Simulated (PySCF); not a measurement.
Isomers of C4H12O2Si3, mass 176.015 u with the commonest isotopes. Theory: PBE0/pcSseg-1 in PySCF (dipole) on a GFN2-xTB geometry, gas phase. One conformer each, none proved a minimum here; rigid rotors.

**Question.** Order these by rotational constant B, largest first.
A. `[CH3:1][C:2](=[O:3])[SiH2:4][C:5]([SiH3:6])([SiH3:7])[CH:8]=[O:9]` with C1–C2–Si4–C5 146°, C2–Si4–C5–Si6 40°, Si4–C5–C8–O9 7°
B. `[CH2:1]=[C:2]([SiH2:3][CH:4]([SiH3:5])[SiH3:6])[C:7](=[O:8])[OH:9]` with C1–C2–Si3–C4 97°, C2–Si3–C4–Si5 73°, C1–C2–C7–O8 -163°, C2–C7–O9–H 179°
C. `[CH3:1][C@@H:2]([SiH3:3])[O:4][Si@H:5]([OH:6])[C:7]#[C:8][SiH3:9]` with C1–C2–O4–Si5 117°, C2–O4–Si5–O6 176°, O4–Si5–O6–H -36°
D. `[SiH3:1][O:2][Si@@H:3]1[O:4][SiH2:5][C@@H:6]1[CH:7]1[CH2:8][CH2:9]1` with Si1–O2–Si3–O4 59°, Si5–C6–C7–C8 101°

**Answer.** D (906.9 MHz), A (781.0 MHz), B (725.7 MHz), C (541.6 MHz).

**Question.** Order these by out-of-plane moment Σ m c² = (Ia + Ib − Ic)/2, largest first.
A. `[CH2:1]=[C:2]([SiH2:3][CH:4]([SiH3:5])[SiH3:6])[C:7](=[O:8])[OH:9]` with C1–C2–Si3–C4 97°, C2–Si3–C4–Si5 73°, C1–C2–C7–O8 -163°, C2–C7–O9–H 179°
B. `[CH3:1][C@@H:2]([SiH3:3])[O:4][Si@H:5]([OH:6])[C:7]#[C:8][SiH3:9]` with C1–C2–O4–Si5 117°, C2–O4–Si5–O6 176°, O4–Si5–O6–H -36°
C. `[CH3:1][C:2](=[O:3])[SiH2:4][C:5]([SiH3:6])([SiH3:7])[CH:8]=[O:9]` with C1–C2–Si4–C5 146°, C2–Si4–C5–Si6 40°, Si4–C5–C8–O9 7°
D. `[SiH3:1][O:2][Si@@H:3]1[O:4][SiH2:5][C@@H:6]1[CH:7]1[CH2:8][CH2:9]1` with Si1–O2–Si3–O4 59°, Si5–C6–C7–C8 101°

**Answer.** A (118.55 u·Å²), C (115.25 u·Å²), D (88.17 u·Å²), B (76.10 u·Å²).

**Question.** Order these by rotational constant A, largest first.
A. `[CH3:1][C:2](=[O:3])[SiH2:4][C:5]([SiH3:6])([SiH3:7])[CH:8]=[O:9]` with C1–C2–Si4–C5 146°, C2–Si4–C5–Si6 40°, Si4–C5–C8–O9 7°
B. `[CH2:1]=[C:2]([SiH2:3][CH:4]([SiH3:5])[SiH3:6])[C:7](=[O:8])[OH:9]` with C1–C2–Si3–C4 97°, C2–Si3–C4–Si5 73°, C1–C2–C7–O8 -163°, C2–C7–O9–H 179°
C. `[CH3:1][C@@H:2]([SiH3:3])[O:4][Si@H:5]([OH:6])[C:7]#[C:8][SiH3:9]` with C1–C2–O4–Si5 117°, C2–O4–Si5–O6 176°, O4–Si5–O6–H -36°
D. `[SiH3:1][O:2][Si@@H:3]1[O:4][SiH2:5][C@@H:6]1[CH:7]1[CH2:8][CH2:9]1` with Si1–O2–Si3–O4 59°, Si5–C6–C7–C8 101°

**Answer.** A (1567 MHz), B (1267 MHz), D (1100 MHz), C (1054 MHz).

| SMILES | point group | Ia (u·Å²) | Ib (u·Å²) | Ic (u·Å²) | κ | μa (D) | μb (D) | μc (D) |
| --- | --- | --- | --- | --- | --- | --- | --- | --- |
| [SiH3]O[Si@@H]1O[SiH2][C@@H]1C1CC1 | C1 | 459.30 | 557.29 | 840.24 | 0.22 | 1.55 | 1.31 | 0.41 |
| C=C([SiH2]C([SiH3])[SiH3])C(=O)O | C1 | 398.75 | 696.40 | 858.06 | -0.60 | 1.42 | 1.40 | 0.38 |
| CC(=O)[SiH2]C([SiH3])([SiH3])C=O | C1 | 322.53 | 647.05 | 739.07 | -0.78 | 0.32 | 1.46 | 1.02 |
| C[C@@H]([SiH3])O[Si@H](O)C#C[SiH3] | C1 | 479.36 | 933.07 | 1260.23 | -0.57 | 0.00 | 1.73 | 0.03 |
